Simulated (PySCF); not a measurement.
Input of a run (PBE0-D3(BJ)/def2-SVP geometry optimisation, gas phase (PySCF 2.14.0)), started from GFN2-xTB:
```
{"job": {"xc": "PBE0", "basis": "def2-SVP", "d3": "d3bj", "grid": 1, "maxiter": 30, "shake": 0.01, "kind": "geom"}, "charge": 0, "multiplicity": 1}
C     -1.638260    -0.747010     0.203340
C     -1.065480     0.534980    -0.409130
Ge     0.842250     0.791430     0.096620
P      2.219200    -0.984910    -0.619120
Cl     1.551580     2.574230    -0.827710
H     -2.700560    -0.834680    -0.109610
H     -1.615760    -0.679880     1.286620
H     -1.088920    -1.595990    -0.130190
H     -1.632460     1.420440    -0.075920
H     -1.114350     0.488210    -1.486330
H      0.943080     1.089130     1.628420
H      1.986870    -1.686050     0.573820
H      3.318650    -0.386760    -0.141130
```

Output (energies in Eh, forces in Eh/bohr):
```
step   0  E = -2958.43001074  max force = 0.039855
step   1  E = -2958.43619579  max force = 0.010866
step   2  E = -2958.43743268  max force = 0.003533
step   3  E = -2958.43767797  max force = 0.001228
step   4  E = -2958.43773142  max force = 0.001131
step   5  E = -2958.43776170  max force = 0.001429
step   6  E = -2958.43776504  max force = 0.001364
step   7  E = -2958.43781471  max force = 0.001378
step   8  E = -2958.43786135  max force = 0.000734
step   9  E = -2958.43788053  max force = 0.000429
step  10  E = -2958.43787887  max force = 0.000400
optimisation converged
```

**Question.** Summarise the run.

**Answer.** The energy falls by 20.7 kJ/mol over 11 energy and gradient evaluations, the largest force component goes from 0.0399 to 4.0e-04 Eh/bohr, and the atoms move by 0.070 Å rms after alignment. The bond that changes most is P4–H13 (three-coordinate phosphorus to P–H hydrogen), which lengthens by 0.088 Å. Bonds longer at the end by more than 0.005 Å: 6 of 12; shorter: 5. Among the angles that change most is C2–C1–H6, from 108.1° to 111.3°. The energy rose by more than 1e-6 Eh at step 10. The first step brought 79 % of the lowering.

**Question.** What are the final bond lengths?

**Answer.** C1–C2 1.523 Å, C2–Ge3 1.950 Å, Ge3–P4 2.324 Å, Ge3–Cl5 2.174 Å, C1–H6 1.101 Å, C1–H7 1.102 Å, C1–H8 1.102 Å, C2–H9 1.102 Å, C2–H10 1.101 Å, Ge3–H11 1.543 Å, P4–H12 1.431 Å, P4–H13 1.428 Å. Numbering counts from 1 in the input's order; the species is `[Cl][Ge@@H]([CH2]C)[PH2]`.

The run used 136 basis functions and 67 SCF cycles in all. Hardware: one thread, Intel Xeon Platinum 8259CL at 2.50 GHz (x86_64) (shared host). Cost: 1.8 min, 0.56 GiB resident at most.

PBE0-D3(BJ)/def2-SVP frequencies: not computed here. One conformer, not necessarily the lowest.

The values belong to the conformer `[CH3:1][CH2:2][Ge@@H:3]([PH2:4])[Cl:5]`: C1–C2–Ge3–P4 58°, H–P4–Ge3–C2 -90°, H–P4–Ge3–C2 176°.
